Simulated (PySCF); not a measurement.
# An isoelectronic set: 95 electrons

PBE0 in PySCF with def2-SVPD on every atom (core potentials on Hg, Tl, Pb, Bi), for the lowest determinant that a PBE0 search found; no spin–orbit coupling. All have 95 electrons, 7 of them in the valence shells, and the same state, a quartet (σ ↑, π ↑↑). For ions De leads to the atom and ion picked by measured ionisation energies and electron affinities.

```json
{"species": "SiHg⁻", "difference of nuclear charges": "66", "Re (Å)": "2.791", "ωe (cm⁻¹)": "139", "k (mdyn/Å)": "0.278", "De (eV)": "n/a", "dissociates to": "Si⁻ + Hg"}
{"species": "AlTl⁻", "difference of nuclear charges": "68", "Re (Å)": "2.719", "ωe (cm⁻¹)": "226", "k (mdyn/Å)": "0.716", "De (eV)": "n/a", "dissociates to": "Al⁻ + Tl"}
{"species": "MgPb⁻", "difference of nuclear charges": "70", "Re (Å)": "2.971", "ωe (cm⁻¹)": "167", "k (mdyn/Å)": "0.353", "De (eV)": "1.08", "dissociates to": "Mg + Pb⁻"}
{"species": "HgP", "difference of nuclear charges": "65", "Re (Å)": "2.983", "ωe (cm⁻¹)": "69.9", "k (mdyn/Å)": "0.0774", "De (eV)": "0.10", "dissociates to": "Hg + P"}
{"species": "AlPb", "difference of nuclear charges": "69", "Re (Å)": "2.716", "ωe (cm⁻¹)": "246", "k (mdyn/Å)": "0.855", "De (eV)": "2.12", "dissociates to": "Al + Pb"}
{"species": "MgBi", "difference of nuclear charges": "71", "Re (Å)": "2.957", "ωe (cm⁻¹)": "184", "k (mdyn/Å)": "0.428", "De (eV)": "0.56", "dissociates to": "Mg + Bi"}
{"species": "TlP⁺", "difference of nuclear charges": "66", "Re (Å)": "3.153", "ωe (cm⁻¹)": "101", "k (mdyn/Å)": "0.161", "De (eV)": "n/a", "dissociates to": "Tl⁺ + P"}
{"species": "AlBi⁺", "difference of nuclear charges": "70", "Re (Å)": "2.879", "ωe (cm⁻¹)": "177", "k (mdyn/Å)": "0.439", "De (eV)": "n/a", "dissociates to": "Al⁺ + Bi"}
```

(1) Which member of the whole set has the stiffest bond, and how does it compare with the softest?

Weak bonds: HgP. Basis-set superposition, not corrected here, can be much of De in a small basis, most of all at correlated wavefunction levels. Functionals without a dispersion term scatter widely for such bonds, and LDA overbinds them. Spin–orbit coupling is left out, which matters for elements this heavy, above all for dissociation energies. For an ion De counts to the pair picked by the measured ionisation energies or electron affinities, which need not be the lowest pair at this level. The highest Kohn–Sham level is positive in some of these anions. Much of that is self-interaction error, but it also means that the finite basis helps to hold the extra electron. States were picked by a PBE0 search and need not be the measured ground states.

Results:

(1) AlPb with k = 0.855 mdyn/Å, 11 times that of HgP.
